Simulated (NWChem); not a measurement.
System: C₃H₆O; SMILES C=COC

The following NWChem deck was run.

```
start job
memory heap 200 mb stack 900 mb global 1100 mb
geometry units angstroms
  C      1.825163    -0.072146    -0.284896
  C      0.626007    -0.213598     0.254676
  O     -0.502834     0.241098    -0.351865
  C     -1.702180     0.030232     0.351195
  H      1.953763     0.414801    -1.233894
  H      2.699673    -0.442234     0.214203
  H      0.483334    -0.703625     1.213038
  H     -2.498422     0.436678    -0.269920
  H     -1.695570     0.529884     1.322867
  H     -1.889093    -1.041781     0.501731
end
basis spherical
  * library def2-svp
end
dft
  xc pbe0
  iterations 150
end
driver
  maxiter 120
end
task dft optimize
task dft freq
```

Output (shortened):

```
             Northwest Computational Chemistry Package (NWChem) 7.3.0
             --------------------------------------------------------

 C1  symmetry detected

                             Geometry "geometry" -> ""
                             -------------------------

 Output coordinates in angstroms (scale by  1.889725989 to convert to a.u.)

  No.       Tag          Charge          X              Y              Z
 ---- ---------------- ---------- -------------- -------------- --------------
    1 C                    6.0000    -0.09598917     1.86470014     0.00297918
    2 C                    6.0000     0.34687996     0.61852475    -0.00298296
    3 O                    8.0000    -0.49200291    -0.45161448    -0.00305142
    4 C                    6.0000     0.12718011    -1.71404728     0.00497847
    5 H                    1.0000    -1.14841862     2.08057344     0.00957617
    6 H                    1.0000     0.58794664     2.69117428     0.00074777
    7 H                    1.0000     1.40783891     0.38773627    -0.00950707
    8 H                    1.0000    -0.67471618    -2.45009518    -0.00841404
    9 H                    1.0000     0.74795398    -1.85532477     0.89296651
   10 H                    1.0000     0.74699311    -1.85621379    -0.89080608

 Effective nuclear repulsion energy (a.u.)     119.9625128764

                                Z-matrix (autoz)
                                --------

 Units are Angstrom for bonds and degrees for angles

      Type          Name      I     J     K     L     M      Value
      ----------- --------  ----- ----- ----- ----- ----- ----------
    1 Stretch                  1     2                       1.32254
    2 Stretch                  1     5                       1.07436
    3 Stretch                  1     6                       1.07277
    4 Stretch                  2     3                       1.35975
    5 Stretch                  2     7                       1.08579
    6 Stretch                  3     4                       1.40613
    7 Stretch                  4     8                       1.08857
    8 Stretch                  4     9                       1.09263
    9 Stretch                  4    10                       1.09855
   10 Bend                     1     2     3               122.34239
   11 Bend                     1     2     7               121.83742
   12 Bend                     2     1     5               121.15685
   13 Bend                     2     1     6               120.82569
   14 Bend                     2     3     4               115.78013
   15 Bend                     3     2     7               115.82014
   16 Bend                     3     4     8               106.41610
   17 Bend                     3     4     9               111.77172
   18 Bend                     3     4    10               111.09897
   19 Bend                     5     1     6               118.01745
   20 Bend                     8     4     9               109.94369
   21 Bend                     8     4    10               108.54749
   22 Bend                     9     4    10               108.99067
   23 Torsion                  1     2     3     4        -179.33135
   24 Torsion                  2     3     4     8        -179.32994
   25 Torsion                  2     3     4     9          60.63189
   26 Torsion                  2     3     4    10         -61.35300
   27 Torsion                  3     2     1     5           0.09482
   28 Torsion                  3     2     1     6        -179.86722
   29 Torsion                  4     3     2     7           0.74861
   30 Torsion                  5     1     2     7        -179.98990
   31 Torsion                  6     1     2     7           0.04806

                           NWChem Geometry Optimization
                           ----------------------------

 maximum gradient threshold         (gmax) =   0.000450
 rms gradient threshold             (grms) =   0.000300
 maximum cartesian step threshold   (xmax) =   0.001800
 rms cartesian step threshold       (xrms) =   0.001200
 fixed trust radius                (trust) =   0.300000
 source of zmatrix                         =   autoz

          -------------------
          Energy Minimization
          -------------------

 Using diagonal initial Hessian
 Scaling for Hessian diagonals: bonds = 1.00  angles = 0.25  torsions = 0.10

          --------
          Step   0

                                 NWChem DFT Module
                                 -----------------

 Summary of "ao basis" -> "ao basis" (spherical)
 ------------------------------------------------------------------------------
       Tag                 Description            Shells   Functions and Types
 ---------------- ------------------------------  ------  ---------------------
 C                          def2-svp                 6       14   3s2p1d
 O                          def2-svp                 6       14   3s2p1d
 H                          def2-svp                 3        5   2s1p

            General Information
            -------------------
          SCF calculation type: DFT
          Wavefunction type:  closed shell.
          No. of atoms     :    10
          No. of electrons :    32
           Alpha electrons :    16
            Beta electrons :    16
          Charge           :     0
          Spin multiplicity:     1
          Use of symmetry is: off; symmetry adaption is: off
          Maximum number of iterations: 150
          AO basis - number of functions:    86
                     number of shells:    42
          Convergence on energy requested:  1.00D-06
          Convergence on density requested:  1.00D-05
          Convergence on gradient requested:  5.00D-04

              XC Information
              --------------
                         PBE0 Method XC Functional
                     Hartree-Fock (Exact) Exchange  0.250
          PerdewBurkeErnzerhof Exchange Functional  0.750
            Perdew 1991 LDA Correlation Functional  1.000 local
           PerdewBurkeErnz. Correlation Functional  1.000 non-local

             Grid Information
             ----------------
          Grid used for XC integration:  medium
          Radial quadrature: Mura-Knowles
          Angular quadrature: Lebedev.
          Tag              B.-S. Rad. Rad. Pts. Rad. Cut. Ang. Pts.
          ---              ---------- --------- --------- ---------
          C                   0.70       49          11.0       434
          O                   0.60       49          10.0       434
          H                   0.35       45          13.0       434
          Grid pruning is: on
          Number of quadrature shells:   466
          Spatial weights used:  Erf1

      Superposition of Atomic Density Guess
      -------------------------------------

 Sum of atomic energies:        -190.56125950

      Non-variational initial energy
      ------------------------------

 Total energy =    -192.928085
 1-e energy   =    -494.446481
 2-e energy   =     181.555882
 HOMO         =      -0.282041
 LUMO         =       0.040713

[...]

      ----------------------
      Optimization converged
      ----------------------

  Step       Energy      Delta E   Gmax     Grms     Xrms     Xmax
  ---- ---------------- -------- -------- -------- -------- --------
@    4    -192.74026167 -2.8D-07  0.00004  0.00001  0.00044  0.00121
                                     ok       ok       ok       ok

                                Z-matrix (autoz)
                                --------

 Units are Angstrom for bonds and degrees for angles

      Type          Name      I     J     K     L     M      Value     Gradient
      ----------- --------  ----- ----- ----- ----- ----- ---------- ----------
    1 Stretch                  1     2                       1.33420    0.00004
    2 Stretch                  1     5                       1.09204    0.00001
    3 Stretch                  1     6                       1.08981   -0.00001
    4 Stretch                  2     3                       1.34641   -0.00001
    5 Stretch                  2     7                       1.09928   -0.00000
    6 Stretch                  3     4                       1.40100   -0.00001
    7 Stretch                  4     8                       1.09784   -0.00000
    8 Stretch                  4     9                       1.10515   -0.00000
    9 Stretch                  4    10                       1.10520    0.00000
   10 Bend                     1     2     3               123.01671    0.00000
   11 Bend                     1     2     7               121.44979   -0.00001
   12 Bend                     2     1     5               121.06372   -0.00002
   13 Bend                     2     1     6               119.77303    0.00002
   14 Bend                     2     3     4               116.31798    0.00001
   15 Bend                     3     2     7               115.53345    0.00000
   16 Bend                     3     4     8               107.30004    0.00001
   17 Bend                     3     4     9               111.90220    0.00001
   18 Bend                     3     4    10               111.89301    0.00001
   19 Bend                     5     1     6               119.16323   -0.00001
   20 Bend                     8     4     9               108.48017   -0.00001
   21 Bend                     8     4    10               108.47827   -0.00001
   22 Bend                     9     4    10               108.67254   -0.00001
   23 Torsion                  1     2     3     4        -179.35754    0.00001
   24 Torsion                  2     3     4     8        -179.97495   -0.00001
   25 Torsion                  2     3     4     9          61.14058   -0.00001
   26 Torsion                  2     3     4    10         -61.09811   -0.00001
   27 Torsion                  3     2     1     5           0.08283    0.00000
   28 Torsion                  3     2     1     6        -179.87677    0.00000
   29 Torsion                  4     3     2     7           0.71926    0.00001
   30 Torsion                  5     1     2     7        -179.99841    0.00000
   31 Torsion                  6     1     2     7           0.04200    0.00000

                         Geometry "geometry" -> "geometry"
                         ---------------------------------

 Output coordinates in angstroms (scale by  1.889725989 to convert to a.u.)

  No.       Tag          Charge          X              Y              Z
 ---- ---------------- ---------- -------------- -------------- --------------
    1 C                    6.0000    -0.10345736     1.87409364     0.00395950
    2 C                    6.0000     0.33673373     0.61462772    -0.00444194
    3 O                    8.0000    -0.48696578    -0.45042115    -0.00554802
    4 C                    6.0000     0.12638920    -1.71001526    -0.00073744
    5 H                    1.0000    -1.17240371     2.09735834     0.01177127
    6 H                    1.0000     0.61096022     2.69707211     0.00238863
    7 H                    1.0000     1.41122354     0.38263819    -0.01230176
    8 H                    1.0000    -0.67305849    -2.46243347    -0.00281554
    9 H                    1.0000     0.74836885    -1.86223227     0.90000184
   10 H                    1.0000     0.75587565    -1.86527450    -0.89579001

 Effective nuclear repulsion energy (a.u.)     119.7524317169

                Final and change from initial internal coordinates
                --------------------------------------------------

                                Z-matrix (autoz)
                                --------

 Units are Angstrom for bonds and degrees for angles

[...]

 Rotational Constants
 --------------------
 A=   1.358450 cm-1  (  1.954463 K)
 B=   0.150995 cm-1  (  0.217243 K)
 C=   0.139548 cm-1  (  0.200774 K)

 Temperature                      =   298.15K
 frequency scaling parameter      =   1.0000

 Zero-Point correction to Energy  =   53.051 kcal/mol  (  0.084542 au)
 Thermal correction to Energy     =   56.382 kcal/mol  (  0.089851 au)
 Thermal correction to Enthalpy   =   56.974 kcal/mol  (  0.090795 au)

 Total Entropy                    =   73.109 cal/mol-K
   - Translational                =   38.079 cal/mol-K (mol. weight =  58.0419)
   - Rotational                   =   23.538 cal/mol-K (symmetry #  =        1)
   - Vibrational                  =   11.492 cal/mol-K

 Cv (constant volume heat capacity) =   16.286 cal/mol-K
   - Translational                  =    2.979 cal/mol-K
   - Rotational                     =    2.979 cal/mol-K
   - Vibrational                    =   10.327 cal/mol-K

[normal modes left out]

 ----------------------------------------------------------------------------
 Normal Eigenvalue ||           Projected Infra Red Intensities
  Mode   [cm**-1]  || [atomic units] [(debye/angs)**2] [(KM/mol)] [arbitrary]
 ------ ---------- || -------------- ----------------- ---------- -----------
    1        0.000 ||    0.000677           0.016         0.660       0.229
    2        0.000 ||    0.000545           0.013         0.531       0.184
    3        0.000 ||    0.000097           0.002         0.095       0.033
    4        0.000 ||    0.000004           0.000         0.004       0.001
    5        0.000 ||    0.000493           0.011         0.481       0.167
    6        0.000 ||    0.005478           0.126         5.340       1.854
    7       25.467 ||    0.000064           0.001         0.062       0.022
    8      169.687 ||    0.003738           0.086         3.644       1.265
    9      312.656 ||    0.001504           0.035         1.467       0.509
   10      527.147 ||    0.004129           0.095         4.026       1.397
   11      709.192 ||    0.004428           0.102         4.316       1.498
   12      846.654 ||    0.062159           1.434        60.596      21.035
   13      901.996 ||    0.007897           0.182         7.698       2.672
   14      983.522 ||    0.016699           0.385        16.279       5.651
   15     1129.960 ||    0.014285           0.330        13.926       4.834
   16     1175.954 ||    0.000559           0.013         0.545       0.189
   17     1198.645 ||    0.076556           1.766        74.630      25.907
   18     1290.656 ||    0.222885           5.142       217.280      75.426
   19     1337.182 ||    0.049479           1.142        48.234      16.744
   20     1407.210 ||    0.029807           0.688        29.058      10.087
   21     1468.033 ||    0.007592           0.175         7.402       2.569
   22     1472.109 ||    0.004604           0.106         4.488       1.558
   23     1480.167 ||    0.030618           0.706        29.848      10.361
   24     1754.217 ||    0.191453           4.417       186.638      64.789
   25     3017.679 ||    0.076690           1.769        74.761      25.952
   26     3097.324 ||    0.041768           0.964        40.718      14.135
   27     3149.471 ||    0.016019           0.370        15.616       5.421
   28     3176.019 ||    0.014362           0.331        14.001       4.860
   29     3193.097 ||    0.000539           0.012         0.526       0.182
   30     3303.400 ||    0.001375           0.032         1.340       0.465
 ----------------------------------------------------------------------------
```

Level: PBE0/def2-SVP.
